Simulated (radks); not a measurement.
The numbers below are computed, except where a source is named.
The ruthenium ion Ru34+, configuration [Ne]. Level of theory: Dirac Kohn-Sham, exchange-only PBE, spin-unpolarised, spherical densities, finite nucleus; Fermi nuclear charge, rms radius 4.4809 fm (a radial shooting solver on a logarithmic mesh with Libxc functionals).

Unscreened Slater integrals over Kohn-Sham orbitals (hartree). Large and small components are both included.

\begin{tabular}{lr}
integral & value \\ \hline
F0(2p3/2,2p3/2) & 7.2653 \\
F2(2p3/2,2p3/2) & 3.4661 \\
F0(2p3/2,2p1/2) & 7.3988 \\
G2(2p3/2,2p1/2) & 3.4472 \\
F0(2p3/2,2s1/2) & 6.7037 \\
G1(2p3/2,2s1/2) & 3.7929 \\
F0(2p3/2,1s1/2) & 9.8639 \\
G1(2p3/2,1s1/2) & 1.7781 \\
F0(2p1/2,2p1/2) & 7.5423 \\
F0(2p1/2,2s1/2) & 6.8037 \\
G1(2p1/2,2s1/2) & 3.7495 \\
F0(2p1/2,1s1/2) & 10.307 \\
G1(2p1/2,1s1/2) & 1.8628 \\
F0(2s1/2,2s1/2) & 6.3465 \\
F0(2s1/2,1s1/2) & 8.9716 \\
G0(2s1/2,1s1/2) & 0.92443 \\
F0(1s1/2,1s1/2) & 28.212 \\
\end{tabular}
